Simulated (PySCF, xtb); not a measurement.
FGeH₆NSi, SMILES F[SiH2][NH][GeH3].

xtb with GFN2-xTB at its own geometry gives an orbital gap of 5.65 eV and a dipole moment of 1.67 D.

Coordinates come from a B3LYP-D3(BJ)/def2-SVP optimisation. The structure was generated by enumeration, and PubChem lists no compound with its InChIKey, so it may never have been made. One conformer was computed; it need not be the lowest.

Task: What does PySCF with PBE/def2-TZVP give? (The exact figures need the calculation; the answer reports its results.)

Result: gap 5.69 eV (levels -6.48 and -0.79 eV), dipole 2.00 D.
